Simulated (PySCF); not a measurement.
## Polarisability and C₆ of P⁻ (phosphorus, charge -1)

[Ne] 3s2 3p4, high-spin 3P determinant. All numbers are calculated (PySCF 2.14, the non-relativistic Hamiltonian (point nucleus), in def2-TZVPPD). Coupled (time-dependent) response in atomic units; α is the mean over directions.

| method | mean α (bohr³) | α xx, yy, zz | C₆ (like pair) | S(−4) |
| --- | --- | --- | --- | --- |
| UHF | 48.70 | 44.35, 57.41, 44.35 | 475.6 | 967.0 |

S(−4) is the Cauchy moment in α(ω) = α(0) + S(−4) ω² + …

α(iu) at UHF:

```tsv
u (hartree)	α(iu) (bohr³)
0	48.70
0.0500	46.47
0.100	41.32
0.200	30.13
0.300	21.69
0.500	12.16
0.750	6.881
1.00	4.388
1.50	2.227
2.00	1.355
3.00	0.6740
5.00	0.2893
```

A single London oscillator, α(iu) = α/(1 + u²/ω²), gives C₆ = (3/4) ω α². Matching the computed C₆ needs ω = 4 × 475.6 / (3 × 48.70²) = 0.267 hartree.

For an ion, C₆ is the dispersion term alone; charge-induced terms of lower order in 1/R come first.

The components differ because the open shell of this determinant is not spherical; for a pure term their mean is the scalar polarisability.
